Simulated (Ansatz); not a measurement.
Input for Ansatz (an electronic-structure program): R-PBE/def2-TZVPPD on CH2F2N2 (a complex), monomers drawn apart or pushed together. Files ending in .json are basis or fitting sets from the Basis Set Exchange.

Ansatz 0.2 input:
```yaml
crystal:
  periodic: [false, false, false]
  atoms:
    - {symbol: N, position_ang: [0.35842510, 0.06215926, -0.26468266]}
    - {symbol: N, position_ang: [-0.49305022, -0.03038760, 0.41040955]}
    - {symbol: F, position_ang: [0.42897219, -1.29840390, 2.89613140]}
    - {symbol: C, position_ang: [-0.31202716, -0.26487673, 3.38523361]}
    - {symbol: F, position_ang: [0.32234700, 0.90173158, 3.08028033]}
    - {symbol: H, position_ang: [-0.36780612, -0.35848360, 4.47097067]}
    - {symbol: H, position_ang: [-1.28633681, -0.27110505, 2.89561848]}
basis:
  gaussian:
    orbitals: def2-TZVPPD.json
hamiltonian:
  xc: {name: PBE}
scf: {lower_state_search: off}
```

### Question
What total energy does the run end on?

### Answer
-348.3065 hartree.
